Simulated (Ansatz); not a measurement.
Coupled-cluster diagnostics for Li₇⁺, Ansatz.

Geometry of the singlet (PBE/def2-TZVP):

```xyz
7

Li   -0.928    1.319   -2.735
Li    0.564   -1.123   -1.656
Li    0.298   -1.316    1.582
Li    3.013   -0.980    0.174
Li    0.513    1.017    0.108
Li   -2.074    0.078   -0.163
Li   -1.386    1.004    2.691
```

Correlated methods freeze no core orbitals; core or outer-core shells of Li are correlated, in sets that lack core-valence functions. Another isomer (singlet) lies 0.29 eV lower at PBE0/def2-TZVP; other spin states weren't run for this one.

**Question.** Estimate the CCSD(T) correlation energy, the shares of MP2 and (T), T1 and the reference's ⟨S²⟩ for: charge 1, singlet, own geometry in def2-TZVPP; and the rough time on 4 threads of Arm Neoverse V1 on a shared host.

**Answer.** 
```csv
state,basis,correlation (eV),MP2 share (%),(T) share (%),T1,⟨S²⟩ (pure),wall time,remarks
"charge 1, singlet, own geometry",def2-TZVPP,-9.793,82.6,2.0,0.011,0.00 (0.00),8 s,restricted SCF unstable
```
Customary marks for T1 are 0.02 (closed shells), 0.045 (open shells) and about 0.05 (3d metals). T1 stays under 0.02 throughout.
